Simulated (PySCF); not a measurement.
**Spinor energies of Tm⁴⁺ (thulium, charge +4)**

Start: [Xe] 4f11; 4f5/2 filled at m_j = -5/2, -3/2, -1/2, +1/2, +3/2, +5/2; 4f7/2 filled at m_j = -1/2, +1/2, +3/2, +5/2, +7/2. Calculated with PySCF 2.14 in x2c-TZVPPall-2c: generalised Hartree-Fock with the X2C-1e Hamiltonian and a Gaussian nucleus; one run each with spin-orbit coupling (SO) switched off, then screened by Boettger's factors.

```
spinor shell  electrons  ε, spin-free (eV)  ε, screened SO (eV)  weight of nominal j (screened SO)  rms radius, screened SO (bohr)
       1s1/2          2           -59748.7             -59734.4                              1.000                          0.0227
       2s1/2          2           -10258.7             -10254.3                              1.000                          0.0917
       2p1/2          2            -9062.2              -9757.4                              1.000                          0.0783
       2p3/2          4            -9062.2              -8772.1                              1.000                          0.0852
       3s1/2          2            -2406.9              -2405.4                              1.000                           0.235
       3p1/2          2            -2037.7              -2187.2                              1.000                           0.227
       3p3/2          4            -2037.7              -1974.4                              1.000                           0.241
       3d3/2          4            -1578.8              -1606.4                              0.999                           0.214
       3d5/2          6            -1578.8              -1559.1                              1.000                           0.218
       4s1/2          2            -547.57              -547.13                              1.000                           0.528
       4p1/2          2            -423.34              -458.65                              0.998                           0.540
       4p3/2          4            -423.34              -408.21                              0.999                           0.571
       4d3/2          4            -254.73              -262.82                              0.959                           0.607
       5s1/2          2            -113.74              -113.68                              1.000                            1.27
       5p1/2          2            -79.720              -85.016                              0.995                            1.40
       5p3/2          4            -79.720              -77.463                              0.997                            1.49
       4f5/2          6            -70.983              -72.138                              0.730                           0.772
       4f7/2          5            -70.983              -69.462                              0.727                           0.785
```

**Question.** Where does 4d5/2 lie, and what is the 4d spin-orbit splitting (screened SO)?

**Answer.** At -249.00 eV, 13.820 eV above 4d3/2.

| quantity | spin-free | screened SO |
| --- | --- | --- |
| E (hartree) | -13554.54132 | -13566.55172 |
| M_J | 15/2 | 15/2 |
| ⟨J²⟩ | 63.756 | 63.756 |
| ⟨L²⟩ | 42.004 | 42.488 |
| ⟨S²⟩ | 3.752 | 3.758 |

Each row is a mean over spinors that exchange with the open shell spreads, by up to 15.852 eV (4d5/2).

Rows whose weight is well below 1 are mixtures of j = l ± 1/2: exchange outweighs spin-orbit coupling there, and the label is only the starting occupation.

Breit and QED terms are absent; they matter most for the inner s and p1/2 levels.

Densities and radii are taken from the X2C orbitals without a picture-change correction, which distorts them close to the nucleus.

Without spin-orbit coupling the j labels of p, d and f shells carry no meaning; the spin-free column gives the mean over the occupied spinors of each nl shell.
